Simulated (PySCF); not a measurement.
**Electron correlation in Ir⁺ (iridium, charge +1)**

[Xe] 4f14 5d7 6s1, high-spin 5F determinant. Calculation: PySCF 2.14, in aug-cc-pVDZ-PP with ECP60MDF (5s5p4d2f, 54 functions); a scalar-relativistic core potential. Frozen: 5s2 5p6; 8 electrons correlated.

| level | correlation energy (mhartree) |
| --- | --- |
| CCSD | -152.60 |
| (T) | -2.95 |
| CCSD(T) | -155.55 |

Diagnostics: T1 = 0.0078, D1 = 0.0185, largest double amplitude 0.021.

Spin-orbit coupling, absent here, splits the open shell strongly.

Cost of the coupled-cluster step: roughly 4 core-seconds, for 8 correlated electrons.
